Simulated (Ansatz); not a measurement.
Reaction (ligand exchange at the Si–C bond): `CC(C)[SiH2]O` + `N[Si](O)(O)O` → `O[SiH2]N[Si](O)(O)O` + `CCC`

Computed with Ansatz on PBE0-D4/def2-TZVP structures; ΔE is electronic, products minus reactants. CCSD(T)/CBS is the MP2 limit (def2-TZVPP, def2-QZVPP) plus CCSD(T) − MP2 in def2-TZVPP, frozen cores. Functionals use def2-TZVPP. Each species was taken in one conformer, which may not be the lowest.

`CC(C)[SiH2]O`:

Cartesian coordinates in Å:
```
C 0.353 0.496 -1.519
C -0.434 0.415 -0.213
C -1.282 -0.854 -0.152
Si 0.692 0.551 1.281
O 1.778 -0.693 1.361
H 1.066 -0.330 -1.599
H -0.315 0.438 -2.384
H 0.919 1.428 -1.597
H -1.105 1.284 -0.152
H -0.653 -1.749 -0.201
H -1.873 -0.910 0.767
H -1.976 -0.905 -0.996
H -0.146 0.578 2.517
H 1.513 1.786 1.200
H 1.462 -1.535 1.688
```

`N[Si](O)(O)O`:

```xyz
10

N     1.183   -0.657    0.667
Si   -0.129    0.136   -0.060
O     0.000    0.585   -1.633
O    -0.284    1.504    0.821
O    -1.426   -0.870   -0.060
H     1.942   -0.117    1.047
H     1.489   -1.561    0.349
H    -0.496    0.054   -2.257
H    -0.676    2.247    0.359
H    -1.604   -1.321    0.767
```

`O[SiH2]N[Si](O)(O)O`:

Cartesian coordinates in Å:
```
O 1.348 -0.433 -2.188
Si 0.517 -1.452 -1.203
N 0.363 -0.850 0.413
Si -0.422 0.599 0.830
O -0.619 1.307 -0.642
O -1.897 0.474 1.521
O 0.446 1.479 1.905
H 0.940 0.434 -2.270
H -0.834 -1.696 -1.768
H 1.304 -2.705 -1.135
H 0.843 -1.360 1.138
H -1.404 1.846 -0.747
H -1.960 0.745 2.438
H 1.374 1.614 1.707
```

`CCC`:

Z-matrix (Å, degrees):
```
C
C 1 1.519
H 1 1.094 2 111.1
H 1 1.094 2 111.1 3 119.5
H 1 1.093 2 111.7 3 -120.3
C 2 1.519 1 112.7 3 -59.7
H 2 1.095 1 109.5 3 178.2
H 2 1.095 1 109.5 3 62.4
H 6 1.094 2 111.0 1 59.7
H 6 1.093 2 111.7 1 -180.0
H 6 1.094 2 111.1 1 -59.7
```

```
              species  ωB97X-V energy (Eh)
       `CC(C)[SiH2]O`           -485.09087
       `N[Si](O)(O)O`           -573.13197
`O[SiH2]N[Si](O)(O)O`           -939.10858
                `CCC`           -119.14877
```

Question: Work out ΔE.

Answer: ΔE = (-939.10858) + (-119.14877) − (-485.09087) − (-573.13197) = -0.03451 Eh = -90.6 kJ/mol. CCSD(T)/CBS gives -90.8 kJ/mol.

Largest T1 diagnostic among the species: 0.011.

In def2-TZVPP, CCSD(T) changes the Hartree–Fock value by +11.2 kJ/mol (the triples alone add +1.2 kJ/mol) and MP2 by +11.4 kJ/mol. From PBE to PBE0 (25 % exact exchange), in def2-TZVPP and without D4, ΔE moves by −3.5 kJ/mol.
